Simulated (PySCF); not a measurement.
Two structures of SiNH$_{6}$OF, closed shell, reached by relaxing down either side of one saddle point (PBE0-D4/def2-TZVP). Energies are electronic, without zero-point energy. Computed with PySCF 2.14 with density fitting (its default auxiliary sets; JK sets also for MP2 and CCSD(T)) (basis: def2-TZVPP and def2-QZVPP); correlated methods freeze the cores. Extrapolation: Hartree–Fock as exp(−7.88 √X), correlation as X^−2.97. First:

| atom | x (Å) | y (Å) | z (Å) |
| --- | --- | --- | --- |
| Si1 | 0.2527 | 0.0998 | 0.9091 |
| F2 | 1.6266 | 0.1553 | 0.0794 |
| H3 | -0.3445 | -1.2440 | 0.7513 |
| H4 | -0.5970 | 1.2717 | 0.6502 |
| O5 | 0.6547 | 0.2958 | 2.4940 |
| H6 | 0.2878 | -0.5430 | -2.1366 |
| N7 | -0.5225 | -0.0968 | -1.7240 |
| H8 | 1.1512 | -0.4042 | 2.9191 |
| H9 | -1.3366 | -0.6496 | -1.9627 |
| H10 | -0.6264 | 0.8089 | -2.1651 |

Second:

```json
{"atom": "Si1", "x (Å)": "-0.9158", "y (Å)": "0.1056", "z (Å)": "0.4430"}
{"atom": "F2", "x (Å)": "2.1798", "y (Å)": "-0.6882", "z (Å)": "0.0710"}
{"atom": "H3", "x (Å)": "-1.4523", "y (Å)": "-1.2750", "z (Å)": "0.5416"}
{"atom": "H4", "x (Å)": "-2.0080", "y (Å)": "1.1049", "z (Å)": "0.4730"}
{"atom": "O5", "x (Å)": "0.1069", "y (Å)": "0.5204", "z (Å)": "1.6421"}
{"atom": "H6", "x (Å)": "1.4337", "y (Å)": "-0.4283", "z (Å)": "-0.4880"}
{"atom": "N7", "x (Å)": "-0.0205", "y (Å)": "0.1030", "z (Å)": "-1.0707"}
{"atom": "H8", "x (Å)": "0.9799", "y (Å)": "0.1097", "z (Å)": "1.5930"}
{"atom": "H9", "x (Å)": "-0.3634", "y (Å)": "-0.5294", "z (Å)": "-1.7823"}
{"atom": "H10", "x (Å)": "0.1577", "y (Å)": "1.0057", "z (Å)": "-1.4931"}
```

Which bonds change from the first to the second?

SiH₃OF ([OH][SiH2][F]) + NH₃ → SiNH₅O ([NH2][SiH2][OH]) + HF; bonds formed: Si1–N7, F2–H6; bonds broken: Si1–F2, H6–N7.

Give the saddle point's structure and its height above each. (An estimate is asked for; the value comes from the calculation.)

The calculation gives: 122.2 kJ/mol above the first and 65.7 kJ/mol above the second (CCSD(T) at an estimated basis limit (MP2 extrapolated from triple and quadruple zeta, plus CCSD(T) − MP2 in triple zeta)).
Si1  (-0.576, -0.089, 0.564)
F2  (1.459, -0.909, 0.205)
H3  (-0.882, -1.524, 0.716)
H4  (-1.882, 0.631, 0.552)
O5  (0.256, 0.790, 1.657)
H6  (0.946, -0.337, -0.875)
N7  (-0.014, 0.178, -1.187)
H8  (1.153, 0.439, 1.724)
H9  (-0.540, -0.326, -1.891)
H10  (0.080, 1.148, -1.463)
(Å)

The T1 diagnostic stays at or below 0.013.

The step is the kind of exchange with an N–H group that builds nitride films in atomic layer and chemical vapour deposition.

Labels in which every atom is bracketed show which atoms are joined, not bond orders.

For scale, one of the runs: CCSD(T)/def2-TZVPP, 219 basis functions, launched by `OMP_NUM_THREADS=4 python run.py`. Time: 10 min of wall clock on 4 CPU threads of an Arm Neoverse V2; the host was shared. Peak host memory: 3.8 GiB.
